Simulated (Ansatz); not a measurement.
Consider the cleavage of the Al–Si bond: `[SiH3][AlH][Cl]` + `N[SiH3]` → `[SiH3][NH][AlH][Cl]` + SiH₄.

Calculated with Ansatz (gas phase, PBE0-D4/def2-TZVP geometries, no zero-point term in ΔE). CCSD(T)/CBS adds triple-zeta CCSD(T) − MP2 to the extrapolated MP2 energy (def2 sets, frozen cores). This one scheme is used for every species. DFT in def2-TZVPP. One conformer a species, not always the lowest.

| level | ΔE (eV) |
| --- | --- |
| CAM-B3LYP | -1.09 |
| CCSD/CBS(def2) | -1.08 |

Task: What does CCSD(T)/CBS give? (Estimate.)

Result: Computed: -1.08 eV. The listed levels differ from it by -0.01, 0.00 eV.

Largest T1 diagnostic among the species: 0.011.

From PBE to PBE0 (25 % exact exchange), in def2-TZVPP and without D4, ΔE moves by −0.05 eV. The D4 term adds −0.05 eV with B3LYP and −0.03 eV with PBE0; it sums over pairs of atoms, weighted by their polarisabilities, and B3LYP, whose exchange is more repulsive, gets the larger term. At CCSD(T), def2-SVP lies −0.08 eV from the extrapolated value and def2-TZVPP −0.02 eV.

B3LYP here is the variant with VWN-RPA as its local correlation; programs differ in this.
